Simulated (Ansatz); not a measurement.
Species: C7H8N, charge 0, multiplicity 2. It need not be the lowest isomer of its formula. SMILES: n1c(C)cc[c]c1C
Geometry: optimised at B3LYP-D3(BJ)/def2-TZVP (Ansatz, a program for electronic structure).

Quantity: atomisation energy (electronic, to ground-state atoms), in eV. Valence correlation only, unless marked. UHF or UKS for open shells. No spin-orbit coupling. Non-relativistic. The coupled-cluster limit lacks core correlation, which all-electron functionals hold. CBS marks a two-point X^-3 extrapolation of the correlation energy; Hartree-Fock from the larger set. [CCSD(T)-MP2]/basis is that difference in the basis named. The program attaches cautions to a run behind SCS-MP2/STO-3G: large difference.

The UHF reference is spin-contaminated (<S^2> 0.59 over the pure value in the largest basis). 

```tsv
level	program	atomisation energy (eV)
revPBE/def2-TZVPD	Ansatz	74.13
BHLYP-D4/def2-TZVPD	Ansatz + dftd4	72.23
r2SCAN0-D4/def2-TZVPD	Ansatz + dftd4	[?]
LC-wPBE/def2-TZVPD	Ansatz	[?]
B2PLYP-D3(BJ)/def2-TZVPD	Ansatz + dftd3	74.12
SCS-MP2/STO-3G	Ansatz	71.40
SCS-MP2/6-31G*	Ansatz	67.94
CCSD/6-31G*	Ansatz	67.49
RI-MP2/CBS(cc-pVTZ,cc-pVQZ)+[CCSD(T)-MP2]/cc-pVTZ	Ansatz	[?]
```

Problem. Some entries are withheld; supply them.

Solution. 
- r2SCAN0-D4/def2-TZVPD, atomisation energy (eV): 73.86
- LC-wPBE/def2-TZVPD, atomisation energy (eV): 74.71
- RI-MP2/CBS(cc-pVTZ,cc-pVQZ)+[CCSD(T)-MP2]/cc-pVTZ, atomisation energy (eV): 74.07
